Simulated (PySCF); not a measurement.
C5H14OSi2.
SMILES with atom numbers: `[SiH3:1][CH2:2][SiH:3]1[CH2:4][CH2:5][O:6][CH2:7][CH2:8]1` (hydrogens: H9, H10, H11 on Si1; H12, H13 on C2; H14 on Si3; H15, H16 on C4; H17, H18 on C5; H19, H20 on C7; H21, H22 on C8)

The same species was optimised twice, with GFN2-xTB and with PBE0-D3(BJ)/def2-SVP (PySCF), and the same property calculations (PySCF, gas phase) were run on both structures.

| coordinate | GFN2-xTB | PBE0-D3(BJ)/def2-SVP | change |
| --- | --- | --- | --- |
| Si3–C4 (Å) | 1.904 | 1.887 | -0.017 |
| C2–Si3 (Å) | 1.896 | 1.881 | -0.015 |
| Si1–C2 (Å) | 1.895 | 1.881 | -0.014 |
| Si3–C8 (Å) | 1.901 | 1.887 | -0.014 |
| C5–O6 (Å) | 1.408 | 1.403 | -0.005 |
| O6–C7 (Å) | 1.408 | 1.404 | -0.004 |
| C4–C5 (Å) | 1.528 | 1.532 | +0.004 |
| C7–C8 (Å) | 1.529 | 1.531 | +0.002 |
| C2–Si3–C4 (°) | 112.1 | 113.8 | +1.7 |
| Si3–C8–C7 (°) | 108.9 | 109.8 | +0.9 |
| Si3–C4–C5 (°) | 108.7 | 109.5 | +0.8 |
| C5–O6–C7 (°) | 114.8 | 115.3 | +0.5 |
| O6–C7–C8 (°) | 113.9 | 113.5 | -0.4 |
| C4–C5–O6 (°) | 113.7 | 113.4 | -0.3 |
| C4–Si3–C8 (°) | 102.5 | 102.7 | +0.2 |
| C2–Si3–C8 (°) | 112.6 | 112.8 | +0.2 |
| Si1–C2–Si3–C4 (°) | 178 | -179 | +3 |

Rotational constants: A = 3191, B = 703.5, C = 612.4 MHz (GFN2-xTB) against A = 3185, B = 713.1, C = 618.6 MHz (PBE0-D3(BJ)/def2-SVP). Point groups within 0.08 Å: C1 and C1.

On the GFN2-xTB structure: HOMO (eV) -7.24 [PBE0/pcSseg-1]; LUMO (eV) 0.71 [PBE0/pcSseg-1]; dipole (D) 0.90 [PBE0/pcSseg-1]; GIAO shielding of Si1 (ppm) 426.5 [PBE0/pcSseg-1]; GIAO shielding of C2 (ppm) 195.8 [PBE0/pcSseg-1]; GIAO shielding of Si3 (ppm) 374.2 [PBE0/pcSseg-1]; GIAO shielding of C4/C8 (mean) (ppm) 170.4 [PBE0/pcSseg-1]; GIAO shielding of C5/C7 (mean) (ppm) 115.0 [PBE0/pcSseg-1]; GIAO shielding of O6 (ppm) 280.3 [PBE0/pcSseg-1].

Q: What do these properties become on the PBE0-D3(BJ)/def2-SVP structure?

A: 
| property | level | on GFN2-xTB | on PBE0-D3(BJ)/def2-SVP | change |
| --- | --- | --- | --- | --- |
| HOMO (eV) | PBE0/pcSseg-1 | -7.24 | -7.33 | -0.09 |
| LUMO (eV) | PBE0/pcSseg-1 | 0.71 | 0.73 | +0.02 |
| dipole (D) | PBE0/pcSseg-1 | 0.90 | 0.89 | -0.01 |
| energy, GFN2-xTB geometry as zero (kcal/mol) | PBE0/pcSseg-1 | 0.0 | -1.3 | -1.3 |
| GIAO shielding of Si1 (ppm) | PBE0/pcSseg-1 | 426.5 | 422.9 | -3.6 |
| GIAO shielding of C2 (ppm) | PBE0/pcSseg-1 | 195.8 | 194.5 | -1.3 |
| GIAO shielding of Si3 (ppm) | PBE0/pcSseg-1 | 374.2 | 373.5 | -0.7 |
| GIAO shielding of C4/C8 (mean) (ppm) | PBE0/pcSseg-1 | 170.4 | 169.5 | -0.9 |
| GIAO shielding of C5/C7 (mean) (ppm) | PBE0/pcSseg-1 | 115.0 | 115.1 | +0.1 |
| GIAO shielding of O6 (ppm) | PBE0/pcSseg-1 | 280.3 | 281.7 | +1.4 |

The heavy atoms differ by 0.030 Å rms after alignment. Among bonds between heavy atoms Si3–C4 changes most (-0.017 Å). Changes are differences of the printed values. Neither structure is proved a minimum here.
